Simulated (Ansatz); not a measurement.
Input and output for C$_{3}$H$_{9}$BrSn, SMILES `[CH3][Sn]([CH3])([CH3])[Br]`.

```yaml
crystal:
  periodic: [false, false, false]
  atoms:
    - {symbol: C, position_ang: [-1.824554, 0.958234, 0.176330]}
    - {symbol: Sn, position_ang: [0.157157, 0.258788, -0.195643]}
    - {symbol: C, position_ang: [1.341920, 0.097118, 1.572124]}
    - {symbol: C, position_ang: [0.220618, -1.489506, -1.418022]}
    - {symbol: Br, position_ang: [1.248745, 2.060293, -1.560963]}
    - {symbol: H, position_ang: [-2.374985, 0.228216, 0.772237]}
    - {symbol: H, position_ang: [-1.782745, 1.903884, 0.716324]}
    - {symbol: H, position_ang: [-2.341565, 1.111382, -0.770691]}
    - {symbol: H, position_ang: [2.364643, -0.166475, 1.303526]}
    - {symbol: H, position_ang: [0.933261, -0.672492, 2.229171]}
    - {symbol: H, position_ang: [1.346398, 1.051942, 2.097370]}
    - {symbol: H, position_ang: [-0.230942, -2.332333, -0.891955]}
    - {symbol: H, position_ang: [1.256111, -1.729627, -1.658205]}
    - {symbol: H, position_ang: [-0.326861, -1.308821, -2.342804]}
basis:
  gaussian: {orbitals: x2c-TZVPPall, final_grid: {core_spheres: 8, valence_spheres: 7, degree: 23}}
total_charge: -1
magnetization: {spin_polarized: false, initial_magnetization: 1}
hamiltonian: {xc: {name: wB97}}
accuracy: high
output: {forces: true}
```

```sh
$ ansatz run in.yaml --threads 2 --pin off --events-out ev --progress --plain --max-ram 32768MiB --backend cuda --devices 0, --max-vram 18GiB
```

It prints (some lines left out):

```
Functional definition: wB97
5743 factors; integrals over basis functions are off by at most 1.3e-7 eV
1013 factors; integrals over basis functions are off by at most 2.9e-9 eV
mean field evaluation 1: about -242271.9924 eV, gradient 4.3e1 eV
mean field evaluation 2: about -242271.9974 eV, gradient 4.3e1 eV
mean field evaluation 4: about -242276.3986 eV, gradient 3.8e0 eV
mean field evaluation 8: about -242276.4799 eV, gradient 1.0e0 eV
mean field evaluation 16: about -242276.6189 eV, gradient 1.9e-1 eV
mean field evaluation 32: about -242276.6192 eV, gradient 1.1e-6 eV
mean field -242276.61915726 eV, -8903.5015330384 hartree, gradient 5.4e-8 eV, S^2 0.750000; 6 other end points of the search recorded, 0 dependent functions left out
reference -242276.61915589 eV, -8903.5015329882 hartree; 57, 56 occupied and 270, 271 virtual orbitals, 5743 factors
Total energy: -242276.61915589 eV, -8903.5015329882 hartree
Relativity: scalar
Atom 0 at    -1.824554     0.958234     0.176330 Å, force    -0.830568    -0.646180     0.654872 eV/Å
Atom 1 at     0.157157     0.258788    -0.195643 Å, force    -0.155820    -0.260317     0.195330 eV/Å
Atom 2 at     1.341920     0.097118     1.572124 Å, force    -0.258806    -0.791873     0.895831 eV/Å
Atom 3 at     0.220618    -1.489506    -1.418022 Å, force    -0.455818    -1.075235     0.364245 eV/Å
Atom 4 at     1.248745     2.060293    -1.560963 Å, force     1.913600     3.168673    -2.398891 eV/Å
Atom 5 at    -2.374985     0.228216     0.772237 Å, force    -0.533249     0.069710     0.163349 eV/Å
Atom 6 at    -1.782745     1.903884     0.716324 Å, force     0.065107     0.021011    -0.011688 eV/Å
Atom 7 at    -2.341565     1.111382    -0.770691 Å, force     0.051603     0.003382    -0.045462 eV/Å
Atom 8 at     2.364643    -0.166475     1.303526 Å, force     0.006363     0.008136    -0.060740 eV/Å
Atom 9 at     0.933261    -0.672492     2.229171 Å, force     0.224784    -0.137370     0.498255 eV/Å
Atom 10 at     1.346398     1.051942     2.097370 Å, force    -0.015868     0.043663    -0.046134 eV/Å
Atom 11 at    -0.230942    -2.332333    -0.891955 Å, force    -0.043370    -0.517940    -0.218450 eV/Å
Atom 12 at     1.256111    -1.729627    -1.658205 Å, force     0.033772     0.050320     0.016220 eV/Å
Atom 13 at    -0.326861    -1.308821    -2.342804 Å, force    -0.001729     0.064020    -0.006737 eV/Å
Dipole moment:    -0.322729    -0.532813     0.403877 e Å
```

Hardware: 2 threads of an AMD EPYC 7R13 on a shared host and a share of an NVIDIA H100 80 GB. Wall time 17 s, peak host memory 1.4 GiB.
